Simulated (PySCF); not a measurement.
Compound: C7H4NO2 (charge -1).
Geometry (GFN2-xTB, Å), atoms numbered from 1 in this order:
```xyz
14
C7H4NO2 angstrom
O      3.9854   -1.4227    1.1949
C      3.5653   -1.1694    0.0643
O      4.0974   -1.2305   -1.0456
C      2.1093   -0.6895    0.0336
C      0.9637   -0.3157    0.0142
N     -0.3248    0.1060   -0.0109
C     -1.1275    0.2569    1.0761
C     -2.3524    0.7001    0.6513
C     -2.2851    0.8212   -0.7508
C     -1.0218    0.4474   -1.1273
H     -0.7673    0.0380    2.0630
H     -3.2020    0.9136    1.2731
H     -3.0733    1.1457   -1.4046
H     -0.5675    0.3986   -2.0983
```

Computed at PBE0/pcSseg-1 (PySCF, non-relativistic), with Q(17O) = −0.0256 b, Q(14N) = 0.02044 b: O1, 17O (I = 5/2): χzz = 8.091 MHz, η = 0.379; N6, 14N (I = 1): χzz = -2.784 MHz, η = 0.359.

(1) Where would the pure quadrupole (NQR) lines of 17O at O1 fall for the rigid, isolated species?

(2) Where would the pure quadrupole (NQR) lines of 14N at N6 fall for the rigid, isolated species?

Answers

(1) From the eigenvalues of H = χ/[4I(2I − 1)] × [3Iz² − I(I + 1) + η(Ix² − Iy²)], steps between neighbouring levels, labelled as for η = 0: ±1/2↔±3/2 1.391 MHz, ±3/2↔±5/2 2.363 MHz (carboxylate oxygen).

(2) From ν± = (3/4)|χ|(1 ± η/3) and ν0 = |χ|η/2: ν+ 2.338 MHz, ν− 1.838 MHz, ν0 0.500 MHz (pyrrole-type nitrogen).

In a crystal, neighbours and librations shift these lines. The pcSseg-1 basis has no diffuse functions, a weakness for an anion. GFN2-xTB bond lengths can be off by several hundredths of an ångström, more for odd bonds, and the gradients follow them. The small basis limits the accuracy of the gradients.
